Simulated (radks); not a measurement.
Task: All-electron atom: Sb I in [Kr] 4d10 5s1.5 5p3 6p0.5 (fractional occupations, a model configuration). All-electron calculation, Dirac Kohn-Sham, BP86, spin-unpolarised, spherical densities, point nucleus; open shells fill j = l - 1/2 first. Program: a radial shooting solver on a logarithmic mesh with Libxc functionals.

Spin-orbit splittings of the eigenvalues, e(l+1/2) - e(l-1/2), with zeta = 2 splitting/(2l+1) and mean radii in bohr:

| shell | occ. | splitting (eV) | zeta (eV) | <r> j=l-1/2 | <r> j=l+1/2 |
|---|---|---|---|---|---|
| 2p | 6 | 251.9 | 168.0 | 0.1032 | 0.1087 |
| 3p | 6 | ? | ? | 0.3208 | 0.3321 |
| 3d | 10 | 9.658 | 3.863 | 0.3033 | 0.3069 |
| 4p | 6 | 8.605 | 5.737 | 0.8323 | 0.8614 |
| 4d | 10 | 1.247 | 0.4987 | 1.021 | 1.035 |
| 5p | 3 | 0.6853 | 0.4568 | 2.688 | 2.806 |
| 5d | 0 | 0.004329 | 0.001732 | 10.68 | 10.76 |
| 6p | 0.5 | 0.02769 | 0.01846 | 10.64 | 10.87 |

Estimate the 3p splitting.

Result: 46.48 eV (zeta = 30.99 eV).
